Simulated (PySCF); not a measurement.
F₂H₅NSi₂, SMILES F[SiH](F)N[SiH3].

Geometry: PBE0-D3(BJ)/def2-SVP. One conformer was computed; it need not be the lowest.

Two levels are set side by side: TDDFT-PBE/def2-SVPD (PySCF) and TDDFT-PBE0/def2-SVPD (PySCF). Vertical, same geometry. The lowest singlet is HOMO→LUMO 99 % with PBE and HOMO→LUMO 99 % with the other functional; states are paired by order. Differences are taken from unrounded values.

```json
[
 {"quantity": "lowest singlet excitation (eV)", "TDDFT-PBE": "6.18"},
 {"quantity": "lowest triplet excitation (TDA) (eV)", "TDDFT-PBE": "5.88"},
 {"quantity": "first bright state (f over 0.05) (eV)", "TDDFT-PBE": "8.02"},
 {"quantity": "its oscillator strength", "TDDFT-PBE": "0.06"}
]
```

Problem. These are the TDDFT-PBE values. What does TDDFT-PBE0 give? (An estimate is asked for; the answer gives what the named calculation found.)

Solution. 
```tsv
quantity	TDDFT-PBE0	TDDFT-PBE minus TDDFT-PBE0
lowest singlet excitation (eV)	6.81	-0.63
lowest triplet excitation (TDA) (eV)	6.44	-0.56
first bright state (f over 0.05) (eV)	8.95	-0.93
its oscillator strength	0.14	-0.09
```

Functionals without exact exchange tend to place singlet excitations lower, as here. Differences between two approximate levels are no errors against the true value.

Rough cost on one machine, each run with all the roots and properties that it gave: TDDFT-PBE0 against TDDFT-PBE about 3 times.
